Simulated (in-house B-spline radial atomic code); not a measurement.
**Ionising Rb+ with different functionals**

Computed with a B-spline radial code for spherical atoms: scalar-relativistic (spin-free X2C) Hamiltonian, Fermi nucleus of rms radius 4.2036 fm, spin-polarised at highest spin, spherical fractional occupations for the functionals, the average over the highest-spin determinants for Hartree-Fock. The ionisation energy is the difference of two self-consistent energies, [Ar] 3d10 4s2 4p6 → [Ar] 3d10 4s2 4p5, without Breit or QED terms; ε is the level of the shell that loses the electron (its least bound occupied spin orbital). There is no spin-orbit coupling in this Hamiltonian.

Hybrids are left out here: with spherical fractional occupations of an open shell their exact exchange keeps a self-interaction that integer-occupation calculations don't have.

| method | rung | ΔSCF (eV) | -ε(4p) (eV) |
| --- | --- | --- | --- |
| Hartree-Fock | Hartree-Fock | 26.56 | 27.47 |
| LDA VWN5 | LDA | 27.54 | 21.79 |
| LDA PW92 | LDA | 27.54 | 21.79 |
| LDA exchange-only | LDA | 26.01 | 20.36 |
| PBE | GGA | 27.36 | 21.65 |
| PBEsol | GGA | 27.36 | 21.64 |
| BLYP | GGA | 27.20 | 21.47 |
| RPBE | GGA | 27.32 | 21.62 |
| PW91 | GGA | 27.43 | 21.71 |
| BP86 | GGA | 27.47 | 21.74 |
| AM05 | GGA | 27.35 | 21.62 |
| OLYP | GGA | 27.36 | 21.66 |
| TPSS | meta-GGA | 27.52 | 21.83 |
| SCAN | meta-GGA | 27.81 | 22.18 |
| r2SCAN | meta-GGA | 27.81 | 22.16 |
| revTPSS | meta-GGA | 27.53 | 21.85 |

(1) How do they compare with the NIST value?

## Answers

(1) NIST lists 27.290 eV (measured, ground level to ground level). Errors run from -1.28 to +0.52 eV; RPBE is closest (+0.03 eV), but part of that can be cancellation, since the calculations leave out spin-orbit coupling, Breit-QED terms, multiplet and fine-structure energies. Hartree-Fock also lacks correlation.
